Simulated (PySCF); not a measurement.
Cd(Me) (CH₃Cd), SMILES [CH3][Cd+], charge +1. Heavy atoms are numbered as in [Cd+:1][CH3:2]. Hydrogens are named by the atom that carries them.

Geometry optimised at B3LYP-D3(BJ)/def2-TZVP. The spin state was assumed, not searched. The isomer is the one that the SMILES or the coordinates give; other isomers of the formula were not compared. The def2 effective core potentials stand for the cores of Cd; spin–orbit coupling is left out.

Calculation: M06-2X/def2-TZVPD (PySCF).

Mulliken values depend strongly on the basis, most of all with diffuse functions as here. ESP charges are fitted to the potential on shells at 1.4 to 2.0 van der Waals radii. Atomic charges (e), one atom of each kind:

```json
[
 {"atom": "Cd1", "ESP fit": "1.03", "Mulliken": "0.97"},
 {"atom": "C2 (CH3)", "ESP fit": "-1.26", "Mulliken": "-0.88"},
 {"atom": "H on C2", "ESP fit": "0.41", "Mulliken": "0.30"}
]
```
